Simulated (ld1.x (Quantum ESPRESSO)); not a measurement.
What one change does to a pseudopotential (As, TM semilocal)

* Element: As (Z = 33)
* Generator: ld1.x (Quantum ESPRESSO) 7.5
* Type: norm-conserving Troullier–Martins (semilocal form)
* Functional: PBE
* Relativity: scalar-relativistic
* Frozen core: [Ar] 3d10
* Valence charge: 5
* Reference configuration: 4s2 4p2 (charge +1)
* Partial waves: 4s (bound): rc 1.50 bohr; 4p (bound): rc 1.80 bohr; 4d channel at 0.2 Ry: rc 1.75 bohr
* Local potential: the d channel
* Core correction: Bessel-smoothed model core, default radius (core density twice the valence density)

All-electron outer shells of the reference configuration (PBE, scalar-relativistic, ld1.x):

| shell | level (eV) | outermost node (bohr) | outermost maximum (bohr) |
| --- | --- | --- | --- |
| 4s | -23.36 | 0.73 | 1.59 |
| 4p | -13.34 | 0.78 | 1.90 |

Change: non-relativistic.

Cutoffs: the cutoffs (Ry, on a coarse ladder) from which the occupation-weighted sum of valence levels, in a spherical-Bessel basis at the reference potential, stays within 10 and 1 mRy of its value at 400 Ry; they do not see the model core or the augmentation charge, which bear on the density cutoff. Errors are all-electron minus pseudo energies relative to the spin-unpolarised reference configuration.

Question: What does the change do?

Answer: The potential gets neither clearly harder nor softer (35 Ry and 50 Ry → 35 Ry and 50 Ry); of the 7 tests that both files solve, the error grows in 1 and shrinks in 4 by more than 15 % and 0.3 meV (median size 10.3 → 6.5 meV); neither file shows a bound ghost. A semilocal file is local in each channel, so a ghost entry of none says nothing of the separable form that plane-wave codes build from it.

| quantity | base | changed |
| --- | --- | --- |
| cutoff, loose | 35 Ry | 35 Ry |
| cutoff, tight | 50 Ry | 50 Ry |
| bound ghosts | none | none |
| error for 4s2 4p3, meV [ΔE -9.15 → -9.18 eV] | 0.0 | -1.0 |
| error for 4s2 4p1, meV [ΔE 17.92 → 17.93 eV] | -10 | -6.5 |
| error for 4s2 4p0, meV [ΔE 45.62 → 45.60 eV] | -62 | -49 |
| error for 4s2 4p2.5, meV [ΔE -5.59 → -5.61 eV] | +0.2 | -0.4 |
| error for 4s1 4p4, meV [ΔE 0.27 → -0.25 eV] | -4.6 | -4.1 |
| error for 4s0 4p5, meV [ΔE 9.91 → 8.87 eV] | -26 | -21 |
| error for 4s1 4p0, meV [ΔE 96.27 → 95.48 eV] | -283 | -239 |
| s: phases at 1.96 bohr within 0.05 rad from the reference energy up to (Ry; the scan ends near 5) | 3.8 | 3.8 |
| p: phases at 1.96 bohr within 0.05 rad from the reference energy up to (Ry; the scan ends near 5) | 5.0 | 5.0 |
| d: phases at 1.96 bohr within 0.05 rad from the reference energy up to (Ry; the scan ends near 5) | 1.0 | 1.0 |
